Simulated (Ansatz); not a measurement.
Geometry optimisation, RKS PBE0-D4/def2-SVP in Ansatz.

Input:

```yaml
crystal:
  periodic: [false, false, false]
  atoms:
    - { symbol: B, position_ang: [-0.53631, 0.87996, -0.92724] }
    - { symbol: C, position_ang: [0.15141, -0.03185, 0.09062] }
    - { symbol: "N", position_ang: [0.70458, -1.1797, -0.19519] }
    - { symbol: Si, position_ang: [0.42805, 0.71691, 1.84667] }
    - { symbol: H, position_ang: [-1.60561, 0.58624, -1.28516] }
    - { symbol: H, position_ang: [-0.04882, 1.88169, -1.26174] }
    - { symbol: H, position_ang: [0.73649, -1.53171, -1.14458] }
    - { symbol: H, position_ang: [1.10405, -1.78552, 0.51128] }
    - { symbol: H, position_ang: [-0.93383, 0.464, 2.36534] }
total_charge: 1
basis:
  gaussian: { orbitals: def2-SVP }
hamiltonian:
  xc: pbe0
  dispersion: d4
relax:
  f_tol: 0.015
  max_steps: 40
```

Command:

```bash
$ ansatz run input.yaml --threads 1 --pin off --max-ram 2048MiB --backend cpu --events-out ev --progress --plain --runs-dir out
```

Where does it end, and by what steps?

The forces met the threshold. Limits of this set-up: the dipole of an ion depends on the origin. After 22 steps the energy has fallen by 1.113 eV; H9 moved furthest, 1.47 Å. Joined: B1–Si4, B1–H9, Si4–H6.

```
step  energy less start (eV)  largest force component (eV/Å)  accepted
   0                  0.0000                           0.944       yes
   1                 -0.1008                           0.404       yes
   2                 -0.1273                           0.506       yes
   3                 -0.1460                           0.490       yes
   4                 -0.1702                           0.485       yes
   5                 -0.2069                           0.452       yes
   6                 -0.2596                           0.437       yes
   7                 -0.3409                           0.283       yes
   8                 -0.4367                           0.314       yes
   9                 -0.5650                           0.733       yes
  10                 -0.6556                           0.696       yes
  11                 -0.7058                           0.555       yes
  12                 -0.7398                           0.281       yes
  13                 -0.7827                           0.374       yes
  14                 -0.9079                           0.628       yes
  15                 -1.0322                           0.773       yes
  16                 -1.0837                           0.315       yes
  17                 -0.9314                           1.954        no
  18                 -1.1017                           0.128       yes
  19                 -1.1081                           0.298       yes
  20                 -1.1131                           0.057       yes
  21                 -1.1134                           0.025       yes
  22                 -1.1134                           0.006       yes
```

```xyz
9
Properties=species:S:1:pos:R:3
B -0.763 0.735 -0.231
C 0.331 -0.291 0.127
N 0.837 -1.384 -0.299
Si 0.397 1.063 1.501
H -1.590 0.899 -1.083
H -0.032 1.828 -0.033
H 0.497 -1.839 -1.151
H 1.604 -1.863 0.181
H -1.280 0.852 0.989
```

Run time: 47 s on 1 thread of Intel(R) Xeon(R) 6975P-C (Granite Rapids), with other jobs on the host, peak memory 0.17 GiB.
